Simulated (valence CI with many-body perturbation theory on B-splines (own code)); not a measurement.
The numbers below are computed, except where a source is named.
Basis-set convergence for Cd⁴³⁺

Method: valence CI with perturbative core correlation (CI+MBPT): three valence electrons over a frozen Dirac-Fock core [He], radial functions for each j: 9 s, 9 p, 8 d, 6 f, 3 g, 1 h, with the one-electron correlation potential Σ1, the two-electron term Σ2, the three-electron term Σ3, Breit, model QED; selected CI, second order for the rest, scaled by the run's own slope (own B-spline code, finite nucleus).

The last digits are not significant, and no measured levels were compared; by estimate large intervals hold to a few tenths of a per cent, small ones and those within an open d or f shell to about a per cent.

The reference run has the lowest level (2s^2 2p1/2) J=1/2 and an ionisation energy of 7111.48 eV. Its largest variational space holds 9393 state functions.

Levels are named by their leading jj configuration (3d3/2^4 stands for four electrons in 3d with j = 3/2), which in mixed levels can hold well under half, so a name can repeat and another be missing. Letters in brackets count levels of one name in rising energy.

Changed runs:
A. basis 6 s, 6 p, 5 d, 3 f, 1 g
B. basis 5 s, 5 p, 4 d, 2 f

Excitation energies of the reference run in cm⁻¹, and shifts in cm⁻¹:

| Level | Reference | A | B |
| --- | --- | --- | --- |
| (2s 2p1/2^2) J=1/2 | 1101070 | -76 | -168 |
| (2s^2 2p3/2) J=3/2 | 1725500 | 0 | -30 |
| (2s 2p1/2 2p3/2) J=3/2 [a] | 2499250 | -166 | -498 |
| (2s 2p1/2 2p3/2) J=5/2 | 2723560 | -3.2 | -75 |
| (2s 2p1/2 2p3/2) J=3/2 [b] | 3078630 | +105 | +338 |
| (2s 2p1/2 2p3/2) J=1/2 | 3097520 | +49 | +205 |
| (2p1/2^2 2p3/2) J=3/2 | 4281780 | +1.7 | +94 |
| (2s 2p3/2^2) J=5/2 | 4373360 | -35 | -145 |
| (2s 2p3/2^2) J=1/2 | 4889970 | +70 | +330 |
| (2s 2p3/2^2) J=3/2 | 4899050 | +99 | +330 |
| (2p1/2 2p3/2^2) J=3/2 | 5792440 | -73 | -193 |
| (2p1/2 2p3/2^2) J=5/2 | 5936050 | +94 | +259 |
| Ionisation energy (eV) | 7111.48 | -0.012 | -0.06 |
